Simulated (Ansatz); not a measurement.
Program: Ansatz. Geometries: PBE0-D4/def2-TZVP. ΔE: electronic, gas phase. CCSD(T)/CBS adds triple-zeta CCSD(T) − MP2 to the extrapolated MP2 energy (def2 sets, frozen cores). DFT in def2-TZVPP. B3LYP here is the variant with VWN-RPA as its local correlation; programs differ in this. One conformer a species, not always the lowest.

Reaction (ligand exchange at the Si–C bond): `[SiH3][SiH2]CC=S` + `CBO` → `CBO[SiH2][SiH3]` + `CC=S`

```tsv
level	ΔE (kJ/mol)	difference from CCSD(T)/CBS
PBE-D4	-53.1	15.1
r2SCAN-D4	-64.3	3.9
B3LYP-D4	-70.2	-2.0
ωB97X-V	-69.3	-1.1
ωB97M-V	-66.7	1.5
B2PLYP	-73.0	-4.8
PBE	-56.3	11.9
B3LYP	-75.7	-7.5
SCS-MP2/def2-TZVPP	-71.8	-3.6
CCSD/def2-TZVPP	-72.5	-4.3
CCSD(T)/def2-TZVPP	-67.7	0.5
MP2/def2-QZVPP	-64.8	3.4
SCS-MP2/def2-QZVPP	-72.7	-4.5
HF/CBS(def2)	-97.8	-29.6
MP2/CBS(def2)	-64.3	3.9
CCSD/CBS(def2)	-72.9	-4.7
CCSD(T)/CBS	-68.2	0
```

Largest T1 diagnostic among the species: 0.016.

From PBE to PBE0 (25 % exact exchange), in def2-TZVPP and without D4, ΔE moves by −4.8 kJ/mol. In def2-TZVPP, CCSD(T) changes the Hartree–Fock value by +27.8 kJ/mol (the triples alone add +4.8 kJ/mol) and MP2 by +31.6 kJ/mol. The D4 term adds +5.5 kJ/mol with B3LYP and +2.9 kJ/mol with PBE0; it sums over pairs of atoms, weighted by their polarisabilities, and B3LYP, whose exchange is more repulsive, gets the larger term.
